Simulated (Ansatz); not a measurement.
Steps of a relaxation of C8H18Cl2Si (`CC(C)C[Si](Cl)(Cl)CC(C)C`) with RKS PBE-D4/def2-SVP.

```sh
$ ansatz run in.yaml --threads 11 --pin off --events-out ev --progress --plain --max-ram 174080MiB --backend cuda --devices 0, --max-vram 75GiB
```

```yaml
crystal:
  periodic: [false, false, false]
  atoms:
    - {symbol: C, position_ang: [-1.163300, 1.145900, -1.454400]}
    - {symbol: C, position_ang: [-0.012900, 2.071900, -1.126500]}
    - {symbol: C, position_ang: [0.504600, 2.696400, -2.431000]}
    - {symbol: C, position_ang: [1.191300, 1.313500, -0.409200]}
    - {symbol: Si, position_ang: [0.877500, 0.800300, 1.365000]}
    - {symbol: Cl, position_ang: [0.282100, 2.451000, 2.481300]}
    - {symbol: Cl, position_ang: [2.723100, 0.304900, 2.189800]}
    - {symbol: C, position_ang: [-0.299500, -0.572700, 1.650700]}
    - {symbol: C, position_ang: [-0.278400, -1.797200, 0.761200]}
    - {symbol: C, position_ang: [0.938000, -2.703900, 1.000600]}
    - {symbol: C, position_ang: [-1.569200, -2.646100, 0.905900]}
    - {symbol: H, position_ang: [-1.937800, 1.762900, -2.020900]}
    - {symbol: H, position_ang: [-0.961500, 0.352800, -2.083900]}
    - {symbol: H, position_ang: [-1.735600, 0.837300, -0.547200]}
    - {symbol: H, position_ang: [-0.360600, 2.882800, -0.486700]}
    - {symbol: H, position_ang: [0.911300, 1.958400, -3.085000]}
    - {symbol: H, position_ang: [-0.228600, 3.295800, -2.935000]}
    - {symbol: H, position_ang: [1.353100, 3.397900, -2.186200]}
    - {symbol: H, position_ang: [2.021300, 1.921200, -0.412300]}
    - {symbol: H, position_ang: [1.329900, 0.427200, -0.972700]}
    - {symbol: H, position_ang: [-0.276400, -0.920700, 2.682100]}
    - {symbol: H, position_ang: [-1.314800, -0.178300, 1.563000]}
    - {symbol: H, position_ang: [-0.221300, -1.450700, -0.364400]}
    - {symbol: H, position_ang: [0.888500, -3.598100, 0.353500]}
    - {symbol: H, position_ang: [1.028100, -3.031700, 2.037100]}
    - {symbol: H, position_ang: [1.854000, -2.158700, 0.724800]}
    - {symbol: H, position_ang: [-1.660000, -3.047000, 1.947100]}
    - {symbol: H, position_ang: [-2.424000, -2.027800, 0.676700]}
    - {symbol: H, position_ang: [-1.538600, -3.515200, 0.196800]}
basis:
  gaussian: {orbitals: def2-SVP}
hamiltonian: {xc: pbe, dispersion: d4}
relax: {f_tol: 0.03, max_steps: 200}
```

Positions (Å) and forces (eV/Å) along the path, 6 of 11 steps:

```xyz
29
step=1 energy=-41473.8147 eV
C    -1.163    1.146   -1.454   -2.500    3.147    1.605
C    -0.013    2.072   -1.127    1.265   -0.808   -0.452
C     0.505    2.696   -2.431    1.250    1.053    1.912
C     1.191    1.313   -0.409   -4.080    0.148    0.559
Si    0.877    0.800    1.365    0.667    0.479    0.004
Cl    0.282    2.451    2.481   -0.265    0.226    0.018
Cl    2.723    0.305    2.190    0.327   -0.198    0.033
C    -0.299   -0.573    1.651   -0.839   -0.550   -0.087
C    -0.278   -1.797    0.761    0.195   -0.895   -1.947
C     0.938   -2.704    1.001    0.031    0.493   -0.867
C    -1.569   -2.646    0.906    1.124   -0.356    0.044
H    -1.938    1.763   -2.021    0.490   -0.433    0.330
H    -0.962    0.353   -2.084    0.928   -2.450   -1.558
H    -1.736    0.837   -0.547    0.301   -0.317   -0.159
H    -0.361    2.883   -0.487   -0.253    0.418    0.501
H     0.911    1.958   -3.085    0.415   -1.077   -1.030
H    -0.229    3.296   -2.935   -0.999    0.497   -0.625
H     1.353    3.398   -2.186   -0.319   -0.283   -0.182
H     2.021    1.921   -0.412    2.707    1.676   -0.090
H     1.330    0.427   -0.973    0.725   -1.524   -0.950
H    -0.276   -0.921    2.682    0.296   -0.027    0.870
H    -1.315   -0.178    1.563   -0.540    0.666   -0.054
H    -0.221   -1.451   -0.364   -0.151   -0.469    1.521
H     0.888   -3.598    0.353   -0.019   -0.132   -0.026
H     1.028   -3.032    2.037   -0.015   -0.124    0.616
H     1.854   -2.159    0.725    0.370    0.004    0.118
H    -1.660   -3.047    1.947   -0.042    0.124   -0.261
H    -2.424   -2.028    0.677   -0.977    0.390   -0.140
H    -1.539   -3.515    0.197   -0.090    0.323    0.296
29
step=4 energy=-41474.5490 eV
C    -1.201    1.289   -1.365    0.025    0.016   -0.050
C     0.055    2.144   -1.160    0.073    0.093    0.095
C     0.571    2.723   -2.486   -0.067   -0.041   -0.002
C     1.171    1.365   -0.434    0.045    0.008    0.057
Si    0.817    0.790    1.329   -0.080   -0.173   -0.172
Cl    0.071    2.435    2.384   -0.004    0.038    0.042
Cl    2.676    0.294    2.154    0.033   -0.010    0.052
C    -0.394   -0.632    1.629    0.040   -0.022    0.053
C    -0.319   -1.892    0.732    0.072    0.181   -0.138
C     0.964   -2.702    0.964   -0.044   -0.006    0.082
C    -1.573   -2.757    0.924    0.070   -0.025    0.093
H    -1.987    1.854   -1.905   -0.004   -0.007   -0.009
H    -0.965    0.383   -1.963   -0.036   -0.014   -0.009
H    -1.639    0.955   -0.402    0.008    0.010   -0.030
H    -0.220    2.999   -0.501   -0.019    0.007   -0.015
H     0.867    1.909   -3.183    0.003    0.012   -0.007
H    -0.210    3.329   -2.989    0.015   -0.018    0.001
H     1.457    3.373   -2.332   -0.012   -0.023    0.018
H     2.081    1.998   -0.317   -0.050   -0.005   -0.089
H     1.494    0.488   -1.043   -0.019   -0.018    0.072
H    -0.258   -0.910    2.700   -0.049   -0.042   -0.031
H    -1.412   -0.185    1.570    0.039    0.039   -0.016
H    -0.316   -1.558   -0.331   -0.009    0.045   -0.015
H     0.946   -3.637    0.369    0.029   -0.006   -0.004
H     1.047   -2.983    2.036    0.050   -0.038   -0.038
H     1.886   -2.145    0.697   -0.095    0.015    0.036
H    -1.646   -3.093    1.979   -0.049   -0.037    0.019
H    -2.501   -2.200    0.681    0.032    0.012    0.010
H    -1.541   -3.662    0.284    0.003    0.012   -0.004
29
step=5 energy=-41474.5628 eV
C    -1.205    1.288   -1.374    0.003    0.012    0.006
C     0.054    2.136   -1.152   -0.026   -0.015   -0.028
C     0.575    2.701   -2.481    0.010   -0.007    0.017
C     1.163    1.351   -0.422    0.000    0.020   -0.031
Si    0.816    0.787    1.342   -0.009    0.004    0.023
Cl    0.077    2.441    2.397   -0.003    0.003    0.005
Cl    2.670    0.297    2.181    0.043   -0.011    0.022
C    -0.394   -0.626    1.642    0.003   -0.006    0.002
C    -0.317   -1.869    0.728   -0.011   -0.041    0.018
C     0.966   -2.683    0.946   -0.010    0.010   -0.008
C    -1.560   -2.749    0.931    0.002    0.006   -0.005
H    -1.984    1.859   -1.919    0.010    0.001    0.004
H    -0.975    0.381   -1.973    0.000    0.002   -0.011
H    -1.654    0.953   -0.417   -0.015    0.001    0.005
H    -0.223    2.995   -0.501   -0.006    0.008    0.000
H     0.872    1.884   -3.174   -0.001   -0.007    0.005
H    -0.200    3.308   -2.993   -0.002   -0.002    0.006
H     1.464    3.347   -2.327    0.005    0.005   -0.002
H     2.083    1.973   -0.343   -0.010   -0.017   -0.002
H     1.459    0.455   -1.014    0.008   -0.032   -0.002
H    -0.276   -0.924    2.708   -0.009   -0.002    0.001
H    -1.405   -0.168    1.574   -0.005    0.018   -0.006
H    -0.328   -1.521   -0.330    0.002    0.006   -0.007
H     0.973   -3.588    0.304    0.007    0.015    0.001
H     1.044   -3.020    2.002   -0.004   -0.001   -0.010
H     1.882   -2.100    0.724    0.010    0.024    0.003
H    -1.621   -3.115    1.978    0.014    0.002   -0.004
H    -2.494   -2.188    0.719   -0.006    0.002   -0.003
H    -1.539   -3.636    0.265    0.001    0.001    0.002
29
step=8 energy=-41474.5702 eV
C    -1.234    1.328   -1.347    0.008   -0.009   -0.009
C     0.071    2.109   -1.144   -0.004    0.008    0.002
C     0.622    2.615   -2.485   -0.005   -0.006   -0.010
C     1.142    1.286   -0.397    0.043   -0.018    0.001
Si    0.781    0.795    1.389   -0.006   -0.006   -0.016
Cl    0.018    2.474    2.385    0.009   -0.002   -0.002
Cl    2.623    0.333    2.277   -0.013    0.016    0.000
C    -0.431   -0.619    1.675   -0.012    0.008    0.006
C    -0.338   -1.829    0.720    0.011   -0.008   -0.006
C     0.992   -2.583    0.859    0.000   -0.006    0.002
C    -1.531   -2.772    0.933   -0.011   -0.002    0.006
H    -1.981    1.938   -1.893    0.002   -0.004    0.002
H    -1.059    0.405   -1.942   -0.003    0.020    0.012
H    -1.697    1.027   -0.385    0.008    0.007    0.001
H    -0.160    2.997   -0.513    0.007   -0.016   -0.010
H     0.880    1.766   -3.155   -0.005    0.013    0.012
H    -0.125    3.243   -3.013    0.009   -0.007    0.003
H     1.539    3.223   -2.345   -0.007   -0.010    0.001
H     2.099    1.852   -0.355   -0.022   -0.006    0.004
H     1.377    0.348   -0.955   -0.012    0.034    0.011
H    -0.319   -0.948    2.733    0.005    0.002   -0.007
H    -1.442   -0.157    1.611    0.000   -0.018    0.001
H    -0.403   -1.442   -0.324   -0.003   -0.011    0.016
H     1.039   -3.443    0.160   -0.011    0.022    0.011
H     1.112   -2.982    1.890    0.004    0.017   -0.026
H     1.869   -1.933    0.660   -0.018   -0.023    0.005
H    -1.530   -3.183    1.966    0.002    0.012   -0.020
H    -2.497   -2.246    0.781    0.025   -0.015    0.005
H    -1.496   -3.630    0.231   -0.004    0.007    0.005
29
step=10 energy=-41474.5717 eV
C    -1.239    1.376   -1.314    0.032   -0.003    0.009
C     0.096    2.116   -1.142   -0.021    0.017   -0.026
C     0.657    2.558   -2.502    0.007   -0.024    0.009
C     1.140    1.277   -0.374    0.001    0.023   -0.001
Si    0.736    0.804    1.407    0.014   -0.031   -0.040
Cl   -0.067    2.489    2.358    0.018   -0.006    0.022
Cl    2.564    0.359    2.331   -0.022    0.025    0.025
C    -0.462   -0.627    1.685    0.001   -0.015   -0.010
C    -0.359   -1.821    0.710    0.023   -0.047   -0.002
C     1.001   -2.534    0.793   -0.037    0.026    0.021
C    -1.511   -2.809    0.952   -0.006    0.030    0.019
H    -1.968    1.995   -1.875    0.005   -0.011    0.001
H    -1.099    0.428   -1.879   -0.011    0.030    0.013
H    -1.706    1.124   -0.339    0.016    0.014   -0.019
H    -0.100    3.031   -0.537    0.011   -0.038   -0.024
H     0.876    1.677   -3.146   -0.012    0.043    0.025
H    -0.065    3.201   -3.046    0.011   -0.013    0.005
H     1.601    3.131   -2.387   -0.030   -0.020    0.000
H     2.105    1.826   -0.320   -0.016   -0.008    0.002
H     1.363    0.334   -0.925   -0.004    0.005    0.003
H    -0.328   -0.971    2.735   -0.001    0.009   -0.009
H    -1.482   -0.186    1.639    0.006   -0.001    0.004
H    -0.473   -1.424   -0.325    0.002   -0.017    0.036
H     1.046   -3.385    0.083   -0.006    0.005    0.005
H     1.175   -2.937    1.815   -0.005    0.025   -0.042
H     1.850   -1.857    0.563   -0.023   -0.019    0.011
H    -1.459   -3.234    1.979    0.003    0.022   -0.044
H    -2.501   -2.314    0.845    0.051   -0.028    0.004
H    -1.473   -3.655    0.236   -0.007    0.008    0.006
29
step=11 energy=-41474.5731 eV
C    -1.237    1.383   -1.307    0.004    0.000    0.007
C     0.099    2.119   -1.144   -0.008    0.002   -0.007
C     0.656    2.555   -2.506    0.005    0.000    0.005
C     1.142    1.282   -0.375    0.004   -0.003   -0.005
Si    0.735    0.802    1.403    0.002   -0.001   -0.004
Cl   -0.069    2.482    2.364   -0.003    0.003    0.005
Cl    2.555    0.366    2.346   -0.002    0.001    0.001
C    -0.463   -0.629    1.677    0.006    0.000   -0.004
C    -0.358   -1.827    0.708   -0.001   -0.001    0.000
C     1.000   -2.536    0.792   -0.010   -0.002   -0.002
C    -1.509   -2.813    0.952    0.005    0.000    0.000
H    -1.965    1.996   -1.877    0.000    0.003    0.001
H    -1.104    0.427   -1.858   -0.001   -0.001    0.001
H    -1.703    1.150   -0.328   -0.006   -0.003   -0.002
H    -0.094    3.036   -0.543    0.002    0.003    0.003
H     0.871    1.674   -3.148   -0.001   -0.003   -0.001
H    -0.066    3.198   -3.050    0.000    0.000    0.001
H     1.601    3.125   -2.394    0.002    0.000   -0.004
H     2.106    1.833   -0.318    0.000    0.000    0.004
H     1.368    0.340   -0.925    0.000    0.001   -0.004
H    -0.330   -0.968    2.729   -0.003   -0.001    0.001
H    -1.483   -0.189    1.630    0.001    0.000    0.002
H    -0.473   -1.433   -0.328   -0.002   -0.001   -0.004
H     1.043   -3.392    0.088    0.002    0.000    0.003
H     1.177   -2.931    1.815    0.001    0.001    0.002
H     1.847   -1.861    0.557    0.003    0.003    0.000
H    -1.454   -3.236    1.977    0.000   -0.002    0.000
H    -2.497   -2.320    0.846   -0.001    0.001    0.000
H    -1.473   -3.660    0.236    0.000   -0.001    0.001
```

It took 12 s on 11 threads of an AMD EPYC 7R13 on a shared host and a whole NVIDIA H100 80 GB, with 0.93 GiB of host memory at the peak.
